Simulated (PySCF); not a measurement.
A structure optimised at B3LYP-D3(BJ)/def2-SVP, used in a PySCF frequency run:

```
Zr
Br 1 2.4722
Br 1 2.4722 2 137.24
```
Charge 0, spin multiplicity 1.

Problem. Write its SMILES, formula and point group.

Solution. [Br][Zr][Br], Br₂Zr, C2v

Problem. What are its rotational constants (standard atomic weights)?

Solution. 10.715, 0.59673, 0.56525 GHz
